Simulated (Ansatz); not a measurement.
H6BSi2, SMILES `[SiH3][B-][SiH3]` (excited singlet) (charge -1, multiplicity 1). This singlet is an excited state, 0.42 eV above the relaxed triplet at the level frozen-core CCSD(T)/aug-cc-pVTZ // PBE0-D3(BJ)/def2-TZVPD (Ansatz, an electronic-structure program).

Z-matrix (Å, degrees):
```
B
Si 1 1.9866
H 2 1.5087 1 118.19
H 2 1.5118 3 104.06 1 111.87
H 2 1.5231 3 101.01 4 107.36
Si 1 1.9869 2 109.79 3 -155.52
H 6 1.5088 1 118.21 2 -156.03
H 6 1.5118 7 104.06 1 111.79
H 6 1.5231 7 101.02 8 107.34
```
Charge -1, spin multiplicity 1.

Frozen-core energies in aug-cc-pVDZ from Ansatz at a geometry from PBE0-D3(BJ)/def2-TZVPD; the HF reference has <S^2> = 0.00 (restricted, and unstable towards unrestricted orbitals) and the T1 diagnostic is 0.017.

```csv
level,energy (Ha)
HF,-605.93800
MP2,-606.25530
CCSD,-606.32080
```

### Question
Estimate the energies of CCSD(T), CCSDT and CCSDT(Q), and give each level's difference from CCSDT(Q).

### Answer

| level | energy (Ha) | difference from CCSDT(Q) (mHa) |
|---|---|---|
| MP2 | -606.25530 | 82.65 |
| CCSD | -606.32080 | 17.16 |
| CCSD(T) | -606.33483 | 3.12 |
| CCSDT | -606.33706 | 0.89 |
| CCSDT(Q) | -606.33795 | 0.00 |
